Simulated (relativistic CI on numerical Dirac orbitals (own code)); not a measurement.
# What each ingredient does to the levels of Os19+

Base calculation: Dirac-Coulomb-Breit CI, orbitals from a KLI potential per configuration, model QED (radiative potential, 1s self-energy scaled to tabulated hydrogen-like ionisation energies), unscaled Slater integrals.

Configuration list (outside the closed core [Ar] 3d10): 4s2 4p6 4d10 4f11, 4s2 4p6 4d10 4f10 5s, 4s2 4p6 4d10 4f9 5s2, 4s2 4p6 4d10 4f9 5s 5p, 4s2 4p6 4d10 4f10 5p, 4s2 4p6 4d10 4f9 5p2, 4s2 4p6 4d9 4f12, 4s2 4p6 4d10 4f10 5d, 4s2 4p6 4d9 4f10 5s2, 4s2 4p6 4d8 4f13, 4s2 4p6 4d10 4f10 6s, 4s2 4p6 4d9 4f11 5s, 4s2 4p5 4d10 4f12, 4s2 4p6 4d10 4f10 7s, 4s2 4p4 4d10 4f13, 4p6 4d10 4f13, 4s 4p6 4d10 4f11 5s, 4s 4p6 4d9 4f13. Levels of other configurations are missing.

Variants: (1) configuration mixing switched off. Shifts of the energy above 4s2 4p6 4d10 4f11 4I°_15/2, in cm⁻¹, for the lowest level and the first level of each name with at least 55 % of one term (blank where a level changes its place among those of its configuration and J or its character, or is not in the variant):

```
                     Level      Base     Δ(1)
4s2 4p6 4d10 4f11 4I°_15/2       0.0      0.0
4s2 4p6 4d10 4f11 4I°_13/2   20024.1    -32.2
 4s2 4p6 4d10 4f11 4F°_7/2   48028.7  +2202.0
 4s2 4p6 4d10 4f11 4F°_5/2   49948.9  +3072.9
4s2 4p6 4d10 4f11 2K°_15/2   59197.7   +315.8
 4s2 4p6 4d10 4f11 4G°_9/2   65622.0  +2074.0
 4s2 4p6 4d10 4f11 2P°_1/2   69932.9  +5858.5
4s2 4p6 4d10 4f11 2K°_13/2   73185.5   +727.7
 4s2 4p6 4d10 4f11 4D°_7/2   86379.5  +4128.4
4s2 4p6 4d10 4f11 2I°_11/2   86545.5  +2136.4
4s2 4p6 4d10 4f11 2L°_17/2   89869.6   -639.7
4s2 4p6 4d10 4f11 2I°_13/2   96248.0  +1697.6
4s2 4p6 4d10 4f11 2L°_15/2  109067.9   -564.6
 4s2 4p6 4d10 4f11 4D°_1/2  110159.3  +4207.4
```

At this charge transitions that keep the count of f electrons are usually good to a few per cent. Terms inside the open d or f shell come out 10 to 20 % too wide with unscaled integrals. Levels that differ in their count of f electrons can be misplaced by several ten thousand cm⁻¹, since the correlation energy of f electrons is missing or only estimated; rates across such gaps can be off by orders of magnitude.

Ionisation energy from one configuration of each of the two ions, the ground ones as tabulated or assumed: base 507.365 eV. The NIST ASD value (theoretical) is 520 ± 30 eV.

LS names give the leading component of a level, which can be under half, so a name can repeat, a term be missing and a line seem to break the LS rules.
